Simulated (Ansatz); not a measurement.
Molecule: TlCl (charge 0, singlet). 
Coordinates optimised at B3LYP-D3(BJ)/def2-TZVP (Ansatz, an electronic-structure program):
```
Cl
Tl 1 2.5322
```

Basis-set convergence of Hartree-Fock and MP2 correlation energies (hartree) with Ansatz. Correlated levels leave the core frozen unless marked. Spin-orbit coupling is left out. Frozen are the shells of the preceding noble gas and the d and f shells that filled before the atom's block. Past Kr the def2 sets carry scalar-relativistic core potentials.

```
basis       functions       E(HF)  E(corr, MP2)
----------  ---------  ----------  ------------
def2-SVP           44  -630.94625      -0.16363
def2-TZVPP         92  -631.10830      -0.23025
def2-QZVPP        152  -631.12206      -0.25384
```

Extrapolating the two largest sets (X = 3 and 4) as X^-3: E(corr) = (64·(-0.25384) - 27·(-0.23025))/37 = -0.2711 Eh, an estimate of the basis-set limit. The largest set recovers 93.6 % of it, the smallest 60.4 %.
